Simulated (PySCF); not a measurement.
SMILES O[B](O)[Al]([OH])[OH] (PBE0/def2-SVP optimised geometry):

```
10

B      1.143    -0.004     0.000
O      1.798    -0.073    -1.197
O      1.803     0.067     1.193
Al    -0.980    -0.004     0.000
O     -1.816     1.486     0.000
O     -1.822    -1.491    -0.002
H      2.762    -0.068    -1.130
H      2.767     0.067     1.122
H     -2.760     1.643    -0.003
H     -2.767    -1.643    -0.006
```

Computed with PBE0/def2-TZVP run with PySCF 2.14.0.

**Question.** What are the frontier orbital energies and the dipole moment?

**Answer.** HOMO-2 -8.69 eV, HOMO-1 -8.60 eV, HOMO -7.98 eV, LUMO 0.15 eV, LUMO+1 0.15 eV; dipole moment 0.96 D.

Meta-Löwdin charges at PBE0/def2-TZVP: B1 0.22, O2 -0.51, O3 -0.51, Al4 1.02, O5 -0.79, O6 -0.79, H7 0.33, H8 0.33, H9 0.34, H10 0.34.
